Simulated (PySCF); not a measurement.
Excitation energy of Tl by level of theory

Tl [Xe] 4f14 5d10 6s2 6p1 (2P) → Tl [Xe] 4f14 5d10 6s2 6d1 (2D), as a difference of total energies. All numbers are calculated (PySCF 2.14, the spin-free X2C one-electron Hamiltonian (Gaussian nucleus), in aug-cc-pVTZ-DK3 (9s8p6d3f, 84 functions)). Correlated levels: valence: [Xe] 4f14 5d10 frozen. The calculations carry no spin-orbit coupling.

```csv
method,excitation energy (eV)
UHF,3.856
PBE,3.604
PBE0,3.746
B3LYP,3.740
MN15,4.391
MP2 (valence),3.909
SCS-MP2 (valence),3.907
```

Estimate what r2SCAN gives.

3.874 eV, closest to UHF among the rows shown.

Estimate what LDA gives.

3.859 eV, closest to UHF among the rows shown.

Errors of the correlated levels include the incompleteness of this basis and the frozen core.

The promoted electron is Rydberg-like, and one or two diffuse shells describe it only roughly, which tends to raise the upper state.

For comparison: 3.840 eV (measured; NIST levels, between the centres of gravity of the two terms).
